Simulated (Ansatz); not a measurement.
Gas-phase electronic energies from Ansatz, PBE0-D4/def2-TZVP geometries. CCSD(T)/CBS is the MP2 limit (def2-TZVPP, def2-QZVPP) plus CCSD(T) − MP2 in def2-TZVPP, frozen cores. This one scheme is used for every species. DFT in def2-TZVPP. One conformer a species, not always the lowest.

Reaction (cleavage of the B–Si bond): `CNB[SiH3]` + HCl → `CNBCl` + SiH₄

```tsv
species	PBE energy (Eh)
`CNB[SiH3]`	-411.75752
HCl	-460.62738
`CNBCl`	-580.70005
SiH₄	-291.72174
```

(1) Work out ΔE.

(2) What do rigid-rotor, harmonic-oscillator terms from PBE0-D4/def2-TZVP frequencies (298.15 K, 1 bar) make of the CCSD(T)/CBS value? (Best estimate.)

Largest T1 diagnostic among the species: 0.014.

## Answers

(1) ΔE = (-580.70005) + (-291.72174) − (-411.75752) − (-460.62738) = -0.03689 Eh = -1.00 eV. CCSD(T)/CBS gives -1.06 eV.

(2) Computed: ΔZPE = +0.03 eV, ΔH = -1.06 eV, ΔS = -9 J/(mol·K), ΔG = -1.03 eV.

From PBE to PBE0 (25 % exact exchange), in def2-TZVPP and without D4, ΔE moves by −0.04 eV. Leaving LDA and LC-ωPBE aside and taking each functional with its dispersion term where it has one, the values, not all of them listed here, spread over 0.16 eV, from BHLYP-D4 to PBE-D4. At CCSD(T), def2-SVP lies −0.10 eV from the extrapolated value and def2-TZVPP −0.00 eV.
